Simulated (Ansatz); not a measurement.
One change: `CB(N)S` becomes `BNB(C)N`.

Ansatz, PBE0-D4/def2-TZVP geometries, multiplicity 1. Each molecule was computed in one conformer, which needn't be the lowest.

```tsv
property	`CB(N)S`
size of the dipole moment (B3LYP/def2-TZVPP) / D	2.47
LUMO energy (PBE0/def2-TZVPP) / eV	0.52
ideal-gas entropy at 298 K and 1 bar (rigid rotor, harmonic PBE0-D4/def2-TZVP) / J/(mol·K)	321
HOMO energy (PBE0/def2-TZVPP) / eV	-7.06
HOMO–LUMO gap (ωB97M-V/def2-TZVPP) / eV	11.19
size of the dipole moment (PBE/def2-TZVPP) / D	2.49
```

Task: Give the same properties after the change, and the shifts. (Best estimate.)

Result: Ansatz gave: 
```json
{"property": "size of the dipole moment (B3LYP/def2-TZVPP) / D", "`BNB(C)N`": "1.36", "shift": "-1.11"}
{"property": "LUMO energy (PBE0/def2-TZVPP) / eV", "`BNB(C)N`": "-0.33", "shift": "-0.85"}
{"property": "ideal-gas entropy at 298 K and 1 bar (rigid rotor, harmonic PBE0-D4/def2-TZVP) / J/(mol·K)", "`BNB(C)N`": "333", "shift": "12"}
{"property": "HOMO energy (PBE0/def2-TZVPP) / eV", "`BNB(C)N`": "-7.67", "shift": "-0.61"}
{"property": "HOMO–LUMO gap (ωB97M-V/def2-TZVPP) / eV", "`BNB(C)N`": "11.58", "shift": "0.39"}
{"property": "size of the dipole moment (PBE/def2-TZVPP) / D", "`BNB(C)N`": "1.49", "shift": "-1.00"}
```

With PBE0 the HOMO falls by 0.61 eV and the LUMO falls by 0.85 eV, so the gap narrows by about 0.24 eV. PBE moves the HOMO by -0.53 eV and ωB97M-V by -0.76 eV. The zero-point energy changes by 78.2 kJ/mol with +9 modes. Dipoles are sizes alone; their direction can turn. Modes under 60 cm⁻¹, often nearly free rotors, make the harmonic entropy too high.

B3LYP here is the variant with VWN-RPA as its local correlation; programs differ in this.
